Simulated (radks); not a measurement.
Valence configurations of Al (all share [Ne]). Method: Dirac Kohn-Sham, LDA (Slater exchange, Perdew-Wang correlation), spin-unpolarised, spherical densities, point nucleus; open shells fill j = l - 1/2 first; computed with a radial shooting solver on a logarithmic mesh with Libxc functionals. Energies are relative to 3s2 3p1; eigenvalues in eV.

3s2 3p1: E (eV) 0.000; e(3p1/2) -2.790; e(3s1/2) -7.824
3p3: E (eV) 10.495; e(3p1/2) -3.948; e(3p3/2) -3.927
3s1 3p2: E (eV) 5.141; e(3p1/2) -3.410; e(3s1/2) -8.652
3s1.5 3p1.5: E (eV) 2.544; e(3p1/2) -3.114; e(3s1/2) -8.256
3s0.5 3p2.5: E (eV) 7.795; e(3p1/2) -3.688; e(3p3/2) -3.668; e(3s1/2) -9.023

NIST lists [Ne] 3s2 3p1 as the ground configuration; this level of theory agrees among the configurations tried. The energies are those of spherical spin-averaged densities, not of single terms.
